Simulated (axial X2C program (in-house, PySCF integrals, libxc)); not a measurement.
Correcting the dissociation energy of InF for spin–orbit coupling

A spin-free PBE0 curve (one-electron X2C) was computed with an in-house all-electron X2C program for linear molecules (integrals from PySCF), basis In dyall-v3z [11s12p9d1f], F dyall-v3z [6s5p2d1f] (cores contracted in-house), for the state M_S = 0, Λ = 0 (closed shell). It gives D0 = 5.355 eV to In + F, which in a spin-free picture are the weighted means of the ground terms.

Measured levels of the ground terms (NIST Handbook of Basic Atomic Spectroscopic Data), in cm⁻¹: In 2P: J = 1/2 at 0, J = 3/2 at 2212.6; F 2P: J = 3/2 at 0, J = 1/2 at 404.1.

The molecular state has Λ = 0, so it has no first-order lowering.

(1) How far does each ground level lie under the (2J+1)-weighted mean of its term?

(2) Correct D0.

Second-order spin–orbit effects in the molecule, which grow quickly with Z, are left out. One determinant describes the state; a PBE0 search over occupations chose it and may have missed a lower one. De is counted from the lowest determinant-based energies of the atoms at the same level, without counterpoise correction.

Answers

(1) In: (2 × 0 + 4 × 2212.6)/6 = 1475 cm⁻¹; F: (4 × 0 + 2 × 404.1)/6 = 135 cm⁻¹.

(2) D0 = 5.355 + (0 − 1610)/8065.5 = 5.155 eV at PBE0 with these spin–orbit terms.
